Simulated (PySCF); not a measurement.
Species: C6H9NO2.
Atom-mapped SMILES: `[CH2:1]=[CH:2][NH:3][C:4](=[O:5])/[CH:6]=[CH:7]/[O:8][CH3:9]` (hydrogens: H10, H11 on C1; H12 on C2; H13 on N3; H14 on C6; H15 on C7; H16, H17, H18 on C9)

Cartesian coordinates in Å at the GFN2-xTB level; atoms count from 1:
```
atom  x, y, z in Å
C1     3.224   -0.788    2.322
C2     2.706   -0.514    1.134
N3     1.360   -0.301    0.907
C4     0.840   -0.015   -0.334
O5     1.538    0.070   -1.325
C6    -0.616    0.172   -0.331
C7    -1.243    0.455   -1.479
O8    -2.543    0.660   -1.700
C9    -3.422    0.577   -0.598
H10    4.278   -0.945    2.443
H11    2.616   -0.866    3.208
H12    3.299   -0.432    0.236
H13    0.741   -0.361    1.703
H14   -1.135    0.072    0.609
H15   -0.667    0.543   -2.391
H16   -4.418    0.774   -0.989
H17   -3.395   -0.420   -0.148
H18   -3.172    1.324    0.161
```

Computed with TDDFT PBE0/def2-SVPD, vertical, gas phase, core orbitals frozen in the response in PySCF 2.14.0, density-fitted response routines.

Each state is given a Gaussian of 0.5 eV full width at half maximum, with ε(max) = 2.175×10⁸ f / Δν̃ (Δν̃ the width in cm⁻¹). The width is an assumption, not a result. The curve ends short of the highest state used, and states not computed would add to its high-energy end.

E (eV), ε (L mol⁻¹ cm⁻¹) and a bar:
```
     4.11          4 
     4.17         12 
     4.24         41 
     4.31        127 
     4.38        355 
     4.44        787 #
     4.51       1800 ##
     4.58       3692 ####
     4.65       6794 #######
     4.72      11214 ############
     4.78      15805 #################
     4.85      21324 #######################
     4.92      25819 ############################
     4.99      28075 ##############################
     5.06      27477 #############################
     5.12      24916 ###########################
     5.19      20543 ######################
     5.26      16130 #################
     5.33      13023 ##############
     5.39      11952 #############
     5.46      12506 #############
     5.53      14292 ###############
     5.60      16200 #################
     5.67      17167 ##################
     5.73      16763 ##################
     5.80      14830 ################
     5.87      11808 #############
     5.94       8454 #########
     6.01       5447 ######
     6.07       3448 ####
```

Question: Where are the band maxima, and which computed states make them?

Answer: 247 nm (5.01 eV), ε about 28000, made up of S2 (100%); 218 nm (5.68 eV), ε about 17000, made up of S3 (98%) (ε in L mol⁻¹ cm⁻¹; maxima over ε = 5, shares over 10%). The states used: S1 4.86 eV (f 0.0001); S2 5.01 eV (f 0.521); S3 5.69 eV (f 0.312); S4 5.85 eV (f 0.0044); S5 6.52 eV (f 0.0044); S6 6.67 eV (f 0.0039).

Question: What would ε be at 5.01 eV, the highest of these maxima, with half the width (0.25 eV)?

Answer: About 56200 L mol⁻¹ cm⁻¹ against 28200, a factor of about 1.99; a lone state at its own centre would give exactly 2.

Question: On this curve, what absorbance would a 10⁻³ mol/L sample give at 266 nm over a 1 cm path?

Answer: 266 nm is 4.661 eV, where ε is about 7400 L mol⁻¹ cm⁻¹, so A = ε c l ≈ 7.4 (Beer–Lambert, with the gas-phase spectrum and the assumed width).

Question: Does any computed singlet lie in the visible range?

Answer: No computed singlet lies in the visible range (380 to 750 nm); the lowest, at 255 nm, stands 1.59 eV above its violet end (3.26 eV).

One conformer stands for the species.
